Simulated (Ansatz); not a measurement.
The first iterations of a band of GeH3 + H2S (7 atoms, charge 0, multiplicity 2).

These are results of UKS BHLYP/def2-mTZVP (Ansatz 0.2.0), not measurements.

```
movable images  : 7
climbing image  : yes
spring          : 5.0 eV/Å²
optimiser       : quadratic models (default)
start path      : through a guess of the saddle point
force threshold : 0.05 eV/Å
iteration limit : 60
end points      : relaxed
```

Image 0:

```xyz
7
Properties=species:S:1:pos:R:3
H -0.932 -1.126 -0.996
S -1.344 -1.999 -1.928
Ge 0.443 1.054 1.161
H -0.166 -1.990 -2.568
H 0.063 2.475 0.730
H -0.014 0.771 2.596
H 1.949 0.815 1.005
```

Image 8:

```xyz
7
Properties=species:S:1:pos:R:3
H -0.394 -0.184 -0.015
S -1.380 -2.082 -2.038
Ge 0.303 0.809 0.918
H -0.136 -1.953 -2.538
H -0.067 2.234 0.508
H -0.144 0.553 2.356
H 1.816 0.622 0.810
```

| iteration | highest image above the first end (eV) | largest band force component (eV/Å) |
| --- | --- | --- |
| 1 | 0.735 | 2.498 |
| 2 | 0.484 | 1.261 |
| 3 | 0.235 | 2.275 |

Question: Does the band converge within its limit, and where does its top end?

Answer: It converged. It ended after 9 iterations with the highest image 0.282 eV above the first end. A vibrational analysis at the climbing image gives one clearly imaginary mode, 1177i cm⁻¹, and a faint second one (32i cm⁻¹) that may be numerical noise or a soft torsion: probably a first-order saddle point.

The run took 52 s on 2 threads of AMD EPYC 9R45 96-Core Processor (Zen 5), with other jobs on the host, peak memory 0.24 GiB.
